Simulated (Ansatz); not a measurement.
Species: H5SiPO, charge 0, singlet. H5SiPO (hydroxysilylphosphane, SMILES O[SiH2]P).
B3LYP-D3(BJ)/def2-TZVP minimum from Ansatz (a program for electronic structure):
```
Si
O 1 1.6533
H 2 0.9604 1 118.24
H 1 1.4763 2 105.17 3 175.32
H 1 1.4845 4 109.98 2 -120.03
P 1 2.2619 4 108.49 5 -115.36
H 6 1.4189 1 94.51 4 -77.00
H 6 1.4204 7 94.20 1 94.49
```

Total energies in cc-pV(D+d)Z, 20 correlated electrons, 11 frozen orbitals. Open shells are spin-unrestricted; no spin-orbit coupling. Correlated methods leave the cores frozen. No relativity.

```json
[
 {"method": "HF", "program": "Ansatz", "energy (Eh)": "-707.49856", "minus CCSDT(Q) (mEh)": "473.73"},
 {"method": "MP2", "program": "Ansatz", "energy (Eh)": "-707.91351", "minus CCSDT(Q) (mEh)": "58.79"},
 {"method": "CCSD", "program": "Ansatz", "energy (Eh)": "-707.95873", "minus CCSDT(Q) (mEh)": "13.56"},
 {"method": "CCSD(T)", "program": "Ansatz", "energy (Eh)": "-707.97014", "minus CCSDT(Q) (mEh)": "2.16"},
 {"method": "CCSDT(Q)", "program": "Ansatz", "energy (Eh)": "-707.97229", "minus CCSDT(Q) (mEh)": "0.00"}
]
```

Rough core times of Ansatz's runs on a shared machine: CCSD(T) under 20 s, CCSDT(Q) 20 min.
